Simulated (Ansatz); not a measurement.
Gas-phase reaction in SMILES: [SiH3]O[SiH2]O[SiH3] → [SiH2]O[SiH2]O[SiH3] + H atom (the H-Si bond at the site shown breaks; other sites are not compared here)
Geometries: B3LYP-D3(BJ)/def2-TZVP minima from Ansatz (a first-principles code), one conformer each, not searched for the lowest. Frequencies are from Ansatz.
Geometry of the first species:
```
O
Si 1 1.6309
O 2 1.6308 1 110.77
Si 3 1.6404 2 147.03 1 -54.29
Si 1 1.6404 2 147.12 3 -55.44
H 2 1.4752 3 109.76 4 64.01
H 2 1.4752 6 111.98 1 120.51
H 4 1.4778 3 108.29 2 -165.21
H 5 1.4778 1 108.29 2 -164.70
H 4 1.4804 8 109.69 3 119.78
H 5 1.4804 9 109.69 1 119.78
H 4 1.4817 8 109.68 10 119.91
H 5 1.4817 9 109.67 11 119.92
```

Wanted: bond dissociation energy (enthalpy at 298 K, with B3LYP-D3(BJ) rigid-rotor harmonic-oscillator terms), in kcal/mol. Correlated levels leave the core frozen unless marked. UHF or UKS for open shells. No spin-orbit coupling. No relativistic terms. Basis-set limits of correlation are two-point, X^-3; Hartree-Fock from the larger set.

Level to compare with: CCSD(T)/CBS(cc-pV(T+d)Z,cc-pV(Q+d)Z) (Ansatz), 93.9 kcal/mol. It is a level with limits of its own, and the differences hold the functionals' basis error too.

Rank these functionals by how close they come to CCSD(T)/CBS(cc-pV(T+d)Z,cc-pV(Q+d)Z), closest first: wB97M-V/def2-TZVPD (Ansatz); PBE/def2-TZVPD (Ansatz); BLYP/def2-TZVPD (Ansatz).

wB97M-V/def2-TZVPD (range-separated hybrid meta-GGA with VV10, 93.5 kcal/mol, difference -0.4), BLYP/def2-TZVPD (GGA, 88.8 kcal/mol, difference -5.1), PBE/def2-TZVPD (GGA, 86.5 kcal/mol, difference -7.4)
